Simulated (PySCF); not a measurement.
PySCF input file for SeF₃, SMILES F[Se](F)F, multiplicity 2, IEF-PCM-ωB97X/def2-SVP. Coordinates come from a B3LYP-D3(BJ)/def2-SVP optimisation. The multiplicity is an assumed one; other spin states were not compared. The isomer is the one that the SMILES or the coordinates give; other isomers of the formula were not compared.

```python
import numpy as np
from pyscf import gto, scf, dft
from pyscf.solvent import pcm

mol = gto.M(
    atom='''
    Se    0.04236199    0.28553859   -0.00000000
    F    -0.08487554    0.18613718    1.80526673
    F    -0.08487554    0.18613718   -1.80526673
    F     0.00971688   -1.45097570    0.00000000
    ''',
    basis='def2-SVP',
    charge=0,
    spin=1,
    max_memory=1600,
    verbose=3,
)
mf = dft.UKS(mol, xc='wb97x').density_fit(auxbasis='def2-universal-jkfit')
mf.grids.level = 3
mf.conv_tol = 1e-9
mf.max_cycle = 100
mf.kernel()
fine, coarse = mf.grids, dft.Grids(mol).set(level=1).build(with_non0tab=True)
for _ in range(3):  # follow internal instabilities
    mf.grids = coarse
    mo, _, stable, _ = mf.stability(return_status=True, nroots=4)
    mf.grids = fine
    if stable:
        break
    mf.kernel(mf.make_rdm1(mo, mf.mo_occ))
res = {}
for name, eps in {'water': 78.355, 'N,N-dimethylformamide': 37.219, 'cyclohexanone': 15.619}.items():
    s = mf.PCM()
    s.with_solvent.method, s.with_solvent.eps, s.with_solvent.lebedev_order = 'IEF-PCM', eps, 29
    s.kernel(mf.make_rdm1())
    res[name] = (s.e_tot, eps, s.dip_moment(), s.mo_energy, s.converged)
    print(f'{name}: electrostatic solvation free energy {(s.e_tot - mf.e_tot) * 627.509474:.3f} kcal/mol')
```

Program output:

```

WARN: HOMO -0.235677192822109 >= LUMO -0.235677192822106

converged SCF energy = -2700.43535143642  <S^2> = 0.75393858  2S+1 = 2.0039347
<class 'pyscf.df.df_jk.DFUKS'> wavefunction is stable in the internal stability analysis

WARN: PCM is an experimental feature. It is still in testing.
Features and APIs may be changed in the future.

converged SCF energy = -2700.4445124577  <S^2> = 0.7538595  2S+1 = 2.0038558
Dipole moment(X, Y, Z, Debye):  0.38216,  2.02332,  0.00000
water: electrostatic solvation free energy -5.749 kcal/mol

WARN: PCM is an experimental feature. It is still in testing.
Features and APIs may be changed in the future.

converged SCF energy = -2700.44429998013  <S^2> = 0.75386116  2S+1 = 2.0038574
Dipole moment(X, Y, Z, Debye):  0.38049,  2.01423,  0.00000
N,N-dimethylformamide: electrostatic solvation free energy -5.615 kcal/mol

WARN: PCM is an experimental feature. It is still in testing.
Features and APIs may be changed in the future.

converged SCF energy = -2700.44375840577  <S^2> = 0.75386541  2S+1 = 2.0038617
Dipole moment(X, Y, Z, Debye):  0.37626,  1.99117, -0.00000
cyclohexanone: electrostatic solvation free energy -5.275 kcal/mol
```

The run converged.
